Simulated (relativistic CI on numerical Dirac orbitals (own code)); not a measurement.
Computed by Dirac-Coulomb-Breit CI, orbitals from a KLI potential per configuration, QED by a radiative potential, unscaled Slater integrals (own radial code, finite nucleus).

The strongest absorption lines from the ground level of an ion, among the configurations computed and to levels below about 872 eV (vacuum wavelength in nm, gf): 4.4327 (1.1), 4.8280 (0.36), 4.8765 (1.5), 5.2692 (0.19), 5.3646 (0.17), 5.5382 (0.29), 5.8840 (1.1), 6.0539 (0.29).

(1) Which ion is it?
A. Te³²⁺
B. Ce³⁸⁺
C. Te³⁰⁺
D. Te³⁴⁺

## Answers

(1) A. Te³²⁺ has 20 electrons and the ground level 3s2 3p6 3d2 3F_2; the strongest line goes to 3s2 3p5 3d3 3F°_2. The pattern of lines fixes the number of electrons, and along that sequence the line energies rise steadily with the charge (about as its square where n changes within one kind of shell, about linearly where n is kept but much faster in heavy ions where fine structure, which grows about as Z⁴, sets the gap, and irregularly where shells cross), which fixes Z. Configurations outside the model, such as inner-shell arrays, can give stronger lines. At this charge energies of transitions that change n are usually good to better than 1 %, and those within a shell (Δn = 0) to a few per cent. Terms inside the open d or f shell come out 10 to 20 % too wide with unscaled integrals.

LS names give the leading component of a level, which can be under half, so a name can repeat, a term be missing and a line seem to break the LS rules.
